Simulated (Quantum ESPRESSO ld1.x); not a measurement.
Q: Coherent X-ray form factor from a spherical all-electron density. All-electron calculation, non-relativistic Kohn-Sham, LDA (Slater exchange, Perdew-Zunger correlation), spin-polarised, spherical densities, point nucleus. Program: ld1.x of Quantum ESPRESSO 7.5.

| sin(theta)/lambda (1/angstrom) | f0 (electrons) |
|---|---|
| 0.05 | 12.450 |
| 0.1 | 11.258 |
| 0.15 | 10.086 |
| 0.2 | 9.166 |
| 0.25 | 8.451 |
| 0.3 | 7.843 |
| 0.4 | 6.725 |
| 0.5 | 5.655 |
| 0.6 | 4.685 |
| 0.8 | 3.213 |
| 1 | 2.333 |
| 1.25 | 1.763 |
| 1.5 | 1.481 |
| 2 | 1.188 |

The species is in the configuration that NIST lists as its ground one. Which atom or ion scatters so?

A: Neutral aluminium, [Ne] 3s2 3p1. Extrapolating in s^2 from the first two rows gives f0(0) = 12.8, near the electron count 13; among species with that count, the fall with angle is slower the higher Z, and the table is that of Z = 13; from so few rows the species is fixed only to a neighbour or two.
